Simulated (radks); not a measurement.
Values are calculated unless marked as measured or tabulated.
Charge is removed step by step from the 5s up level of neutral niobium, starting from [Kr] 4d4 5s(up 1, down 0). Level of theory: scalar-relativistic Kohn-Sham, BLYP, spin-polarised, spherical densities, point nucleus; open shells are filled with parallel spins first (spin-orbit coupling, left out, can overturn this in heavy ions) (a radial shooting solver on a logarithmic mesh with Libxc functionals).

| removed (e) | E - E(0) (eV) | eigenvalue (eV) | E minus straight line (eV) |
|---|---|---|---|
| 0 | 0.000 | -4.264 | 0.000 |
| 0.25 | 1.232 | -5.600 | -0.519 |
| 0.5 | 2.803 | -6.979 | -0.698 |
| 0.75 | 4.724 | -8.395 | -0.528 |
| 1 | 7.002 | -9.839 | 0.000 |

Removing the whole electron costs 7.002 eV by Delta-SCF, against 4.264 eV from minus the eigenvalue at the starting occupation. Slater's transition state (half an electron removed) gives 6.979 eV. Integrating minus the eigenvalue over the occupation (Janak's theorem) gives 7.003 eV. In this scalar-relativistic scheme the density is built from large components alone, so the theorem holds only approximately. The mean slope of the eigenvalue, de/dn, is 5.57 eV per electron. Ionisation energy of Nb in the NIST Atomic Spectra Database: 6.759 eV (measured).
